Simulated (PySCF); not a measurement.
**UHF on F²⁺ (fluorine, charge +2)**

Configuration: [He] 2s2 2p3, high-spin 4S determinant. Computed with PySCF 2.14 in def2-TZVPPD (6s4p3d1f, 40 functions), with the non-relativistic Hamiltonian (point nucleus).

* Total energy: -97.608740 hartree
* One-electron energy: -126.1857 hartree
* Hartree (Coulomb) energy: 37.7847 hartree
* Exchange energy: -9.2077 hartree
* Kinetic energy: 97.66984 hartree
* ⟨S²⟩: 3.7538
* ⟨L²⟩: 0.000
* Sum of ⟨r⟩: 4.831 bohr
* Sum of ⟨r²⟩: 4.992 bohr²
* Density at the nucleus (Gaussians lack the cusp): 440 bohr⁻³
* Spin density at the nucleus: 0.1000 bohr⁻³
* Langevin diamagnetic susceptibility: -3.95 ×10⁻⁶ cm³/mol

```tsv
shell	electrons	mean orbital energy (eV)	rms radius, mean of both spins (bohr)
1s α	1	-766.46	0.204
1s β	1	-761.49	0.204
2s α	1	-88.068	1.01
2s β	1	-70.763	1.01
2p α	3	-63.888	0.979
```

Spin-orbit constants ζ (cm⁻¹) from the X2C one-electron operator on these orbitals (non-relativistic here): bare nucleus, nucleus screened by l(l+1)(2l+1)/3 electrons, and screened by the Breit-Pauli mean field of the electrons.

| shell | bare | screened nucleus | mean field |
| --- | --- | --- | --- |
| 2p | 553.5 | 430.5 | 381.3 |
